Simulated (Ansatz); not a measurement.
The first iterations of a band of CH5BS2 (9 atoms, charge 0, multiplicity 1).

Method: RKS PBE0-D4/STO-3G (Ansatz).

```
movable images  : 7
climbing image  : yes
spring          : 5.0 eV/Å²
optimiser       : lbfgs
start path      : through a guess of the saddle point
force threshold : 0.05 eV/Å
iteration limit : 60
end points      : relaxed
largest step    : 0.5 Å
```

Image 0:

```xyz
9
Properties=species:S:1:pos:R:3
B -1.079 1.209 0.421
S 0.103 0.366 1.352
C 0.600 -1.001 0.215
S 1.773 -0.578 -1.095
H -1.380 0.863 -0.653
H -1.581 2.146 0.902
H -0.313 -1.452 -0.204
H 1.086 -1.762 0.842
H 0.879 0.162 -1.798
```

Image 8:

```xyz
9
Properties=species:S:1:pos:R:3
B -1.303 0.591 0.896
S 0.076 0.798 -0.454
C 0.857 -0.650 -0.453
S 2.196 -1.124 -1.435
H -2.303 0.760 0.308
H -1.081 1.448 1.663
H 0.527 -1.442 0.236
H -1.177 -0.487 1.329
H 2.296 0.058 -2.107
```

| iteration | highest image above the first end (eV) | largest band force component (eV/Å) |
| --- | --- | --- |
| 1 | 7.697 | 24.563 |
| 2 | 6.735 | 13.716 |
| 3 | 5.436 | 9.686 |
| 4 | 4.406 | 8.138 |
| 5 | 4.125 | 2.961 |
| 6 | 3.648 | 2.923 |
| 7 | 3.276 | 6.313 |
| 8 | 3.269 | 5.190 |
| 9 | 3.274 | 2.027 |
| 10 | 3.317 | 1.688 |
| 11 | 3.371 | 2.657 |
| 12 | 3.366 | 1.678 |
| 13 | 3.361 | 2.140 |
| 14 | 3.356 | 0.908 |
| 15 | 3.347 | 2.104 |
| 16 | 3.339 | 1.658 |
| 17 | 3.331 | 2.047 |
| 18 | 3.322 | 0.815 |
| 19 | 3.306 | 1.966 |
| 20 | 3.294 | 1.551 |

Question: Does the band converge within its limit, and where does its top end?

Answer: The run ended unconverged. It ended after 60 iterations with the highest image 2.362 eV above the first end. The band didn't meet its force threshold, so its energies are provisional: the largest band force was still 1.15 eV/Å, and over the last iterations the top moved between 2.36 and 2.39 eV. The orbitals stay closed-shell, which can raise the energy where a bond breaks towards radicals; this wasn't checked here. Limits of this set-up: minimal basis.

Run time: 12 min on 1 thread of Intel(R) Xeon(R) Platinum 8488C (Sapphire Rapids), with other jobs on the host, peak memory 0.11 GiB.
